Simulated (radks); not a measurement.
Values are calculated unless marked as measured or tabulated.
Problem. Sc V, 17 electrons, occupied as [Ne] 3s2 3p5 (the NIST ground configuration). Level of theory: non-relativistic Kohn-Sham, r2SCAN, spin-unpolarised, spherical densities, point nucleus; meta-GGA in the generalised Kohn-Sham scheme (a radial shooting solver on a logarithmic mesh with Libxc functionals). Some entries of the table are withheld. Estimate them.

orbital  occ.  eigenvalue (hartree)  <r> (bohr)
1s          2                   (1)         (2)
2s          2             -19.57839         (3)
2p          6             -16.48838      0.3078
3s          2                   (4)       1.039
3p          5              -3.08739       1.092
3d          0                   (5)       1.204
4s          0                   (6)       2.555

Solution. 
(1) 1s eigenvalue (hartree): -163.4061
(2) 1s <r> (bohr): 0.07361
(3) 2s <r> (bohr): 0.3446
(4) 3s eigenvalue (hartree): -3.92081
(5) 3d eigenvalue (hartree): -1.80940
(6) 4s eigenvalue (hartree): -1.21003
